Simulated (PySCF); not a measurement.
PySCF 2.14 output of an unrestricted PBE calculation on a single atom or ion in aug-cc-pCVTZ-DK with one added diffuse shell each of s, p, d, f type (8s7p5d3f, 75 functions), with scalar relativity by spin-free X2C-1e:

```
SCF conv_tol = 1e-09
number electrons alpha = 4  beta = 2
    J. P. Perdew, K. Burke, and M. Ernzerhof.,  Phys. Rev. Lett. 77, 3865 (1996)
    J. P. Perdew, K. Burke, and M. Ernzerhof.,  Phys. Rev. Lett. 78, 1396 (1997)
    J. P. Perdew, K. Burke, and M. Ernzerhof.,  Phys. Rev. Lett. 77, 3865 (1996)
    J. P. Perdew, K. Burke, and M. Ernzerhof.,  Phys. Rev. Lett. 78, 1396 (1997)
cycle= 1 E= -95.4964024565908  delta_E= -0.00505  |g|= 0.0104  |ddm|= 0.102
cycle= 2 E= -95.4964162090602  delta_E= -1.38e-05  |g|= 0.000817  |ddm|= 0.00434
cycle= 3 E= -95.496416330468  delta_E= -1.21e-07  |g|= 7.58e-05  |ddm|= 0.000404
cycle= 4 E= -95.4964163315146  delta_E= -1.05e-09  |g|= 1.83e-05  |ddm|= 0.000127
cycle= 5 E= -95.4964163315662  delta_E= -5.16e-11  |g|= 2.15e-07  |ddm|= 2.34e-05
converged SCF energy = -95.4964163315662  <S^2> = 2.0010276  2S+1 = 3.000685
```

The run itself started from symmetry-adapted Hartree-Fock orbitals and held the occupation by maximum overlap, on a logarithmic radial grid, so the iterations belong to that start.

**Question.** Which element, charge and spin multiplicity is this?

**Answer.** F³⁺ (fluorine, charge +3), multiplicity 3; the state was [He] 2s2 2p2, high-spin 3P determinant.
